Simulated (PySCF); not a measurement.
These are B3LYP-D3(BJ)/def2-TZVP (PySCF) values and carry that method's errors. All species are isolated molecules in the gas phase. B3LYP has the VWN-RPA correlation part, as in Gaussian. 

Reference species (SMILES): `C=C=NC` (neutral, multiplicity 1).

| Quantity | Result |
|---|---|
| HOMO–LUMO gap | 6.31 eV |
| dipole moment | 1.41 D |

Changed species: `C1=NCC1`.

Give the shifts of the HOMO–LUMO gap and dipole moment.

the HOMO–LUMO gap rises by 0.51 eV, to 6.82 eV; the dipole moment rises by 0.98 D, to 2.39 D.
